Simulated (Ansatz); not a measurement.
A run of Ansatz (development build ahead of 0.2.0) on singlet H₄ in separate pieces at this shape:

```xyz
4

H     0.3700    0.0000    3.8000
H    -0.3700    0.0000    3.8000
H     0.3700    0.0000    0.0000
H    -0.3700    0.0000    0.0000
```

Its results:

```yaml
Converged: yes
Total_energy: -2.25735 hartree
Spin_squared_of_the_determinant: 0.000
```

(1) Which input gives this output? Name the method, the orbitals and the basis set, and write the input.

## Answers

(1) RHF in cc-pVDZ. An unrestricted run that stays on the closed shell gives the same numbers.

```yaml
crystal:
  periodic: [false, false, false]
  atoms:
    - { symbol: H, position_ang: [0.37, 0.0, 3.8] }
    - { symbol: H, position_ang: [-0.37, 0.0, 3.8] }
    - { symbol: H, position_ang: [0.37, 0.0, 0.0] }
    - { symbol: H, position_ang: [-0.37, 0.0, 0.0] }
basis:
  gaussian: { orbitals: cc-pVDZ }
hamiltonian:
  xc: hf
```
